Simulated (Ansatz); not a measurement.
Species: CH3BF, charge 0, doublet. CH3BF (SMILES C[B]F, doublet).
B3LYP-D3(BJ)/def2-TZVP minimum from Ansatz (an electronic-structure program):
```xyz
6

B     -0.0270    -0.0751     0.5693
F      1.1647    -0.5005     0.2111
C     -1.0695     0.4853    -0.4436
H     -2.0969     0.3865    -0.0967
H     -0.9635     0.0231    -1.4307
H     -0.8695     1.5583    -0.5570
```
Charge 0, spin multiplicity 2.

Quantity: atomisation energy (electronic, to ground-state atoms), in kJ/mol. Radicals and triplets start from unrestricted determinants; spin-orbit coupling is neglected. CBS(X,Y): correlation extrapolated as X^-3, Hartree-Fock from the larger set. A bracket is a step between two methods taken in the basis named. The functionals are non-relativistic, so their misses hold any scalar relativity. '+ core + X2C': CCSD(T) terms for core correlation (cc-pwCVTZ) and scalar relativity (cc-pVTZ-DK). Where a partner has so few electrons that a lower coupled-cluster level is exact, that level stands in.

CCSD(T)/CBS(cc-pVTZ,cc-pVQZ) + [CCSDT(Q) - CCSD(T)]/cc-pVDZ + core + X2C (Ansatz) gives 2270.8 kJ/mol.

What does PBE/def2-TZVPD (Ansatz) give here, and how do the other levels compare?

PBE gives 2325.2 kJ/mol, 54.4 kJ/mol above it. Differences of the others: r2SCAN/def2-TZVPD (Ansatz) 31.2; B3LYP/def2-TZVPD (Ansatz) -0.5; wB97M-V/def2-TZVPD (Ansatz) 1.8; CCSD(T)/CBS(cc-pVTZ,cc-pVQZ) + core + X2C (Ansatz) -1.7 kJ/mol. Nearer than PBE: r2SCAN/def2-TZVPD, B3LYP/def2-TZVPD, wB97M-V/def2-TZVPD, CCSD(T)/CBS(cc-pVTZ,cc-pVQZ) + core + X2C.
